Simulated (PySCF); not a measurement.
## Cost of excited-state runs on `C(=C(C)C)=C(C)C=O`, C₇H₁₀O

Mapped SMILES: `[CH3:1][C:2]([CH3:3])=[C:4]=[C:5]([CH3:6])[CH:7]=[O:8]`. Each H is labelled by its parent atom.

PySCF with density fitting, on 1 thread of an Arm Neoverse V1, shared host. Command: `OMP_NUM_THREADS=1 python excited_run.py task.json out`

(1) How long does each of these runs take, and how much memory?
- first hyperpolarisability, CAM-B3LYP/aug-cc-pVDZ; usual settings
- circular dichroism and optical rotation, CAM-B3LYP/aug-cc-pVDZ; 12 states
- excited states, CAM-B3LYP/def2-TZVP; Tamm-Dancoff; spin-orbit couplings; 6 states; 5 triplets; quadratic response for 4 states
- excited states, CAM-B3LYP/aug-cc-pVDZ; two-photon moments; 8 states; quadratic response for 6 states; 0 triplets

Results:

(1) 
```csv
run,level,basis functions,wall time,peak memory (GiB)
first hyperpolarisability,CAM-B3LYP/aug-cc-pVDZ,274,70 s,1.2
circular dichroism and optical rotation,CAM-B3LYP/aug-cc-pVDZ,274,2.4 min,1.2
excited states,CAM-B3LYP/def2-TZVP,308,88 s,1.3
excited states,CAM-B3LYP/aug-cc-pVDZ,274,95 s,1.2
```
Times from a shared host are rough.
